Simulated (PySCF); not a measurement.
**Two-component Hartree-Fock for Te(50+) (tellurium, charge +50)**

Start: 1s2. Calculated with PySCF 2.14 in an even-tempered Gaussian basis (16 s from 13 bohr⁻², ratio 2.6; 12 p from 16 bohr⁻², ratio 2.6; 6 d from 17 bohr⁻², ratio 2.8; 3 f from 720 bohr⁻², ratio 2.8): generalised Hartree-Fock with the X2C-1e Hamiltonian and a Gaussian nucleus; spin-orbit coupling (SO) screened by Boettger's factors.

```json
{"spinor shell": "1s1/2", "electrons": "2", "ε, screened SO (eV)": "-37260.1", "weight of nominal j (screened SO)": "1.000", "rms radius, screened SO (bohr)": "0.0316"}
```

```json
{"quantity": "E (hartree)", "screened SO": "-2773.63479"}
{"quantity": "M_J", "screened SO": "0"}
{"quantity": "⟨J²⟩", "screened SO": "0.000"}
{"quantity": "⟨L²⟩", "screened SO": "0.000"}
{"quantity": "⟨S²⟩", "screened SO": "0.000"}
```

Breit and QED terms are absent; they matter most for the inner s and p1/2 levels.

Densities and radii are taken from the X2C orbitals without a picture-change correction, which distorts them close to the nucleus.
